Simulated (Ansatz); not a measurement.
Reaction (redistribution): `SB1OC[SiH2]1` + `O[SiH2][SiH3]` → `B1OC[SiH2]1` + `O[SiH2][SiH2]S`

Isolated molecules relaxed with PBE0-D4/def2-TZVP in Ansatz; ΔE leaves out vibrations. CCSD(T)/CBS is the MP2 limit (def2-TZVPP, def2-QZVPP) plus CCSD(T) − MP2 in def2-TZVPP, frozen cores. Functionals use def2-TZVPP. Each species was taken in one conformer, which may not be the lowest.

| level | ΔE (kJ/mol) |
| --- | --- |
| PBE | 22.8 |
| PBE0 | 21.3 |
| HF/def2-TZVPP | 18.8 |
| MP2/def2-TZVPP | 20.7 |
| HF/def2-QZVPP | 18.4 |
| MP2/def2-QZVPP | 17.5 |
| HF/CBS(def2) | 18.3 |
| CCSD/CBS(def2) | 15.4 |

Question: What does CCSD(T)/CBS give? (Estimate.)

Answer: The calculation gave: +16.0 kJ/mol. The listed levels differ from it by 6.8, 5.3, 2.8, 4.7, 2.4, 1.5, 2.3, -0.6 kJ/mol.

Largest T1 diagnostic among the species: 0.016.
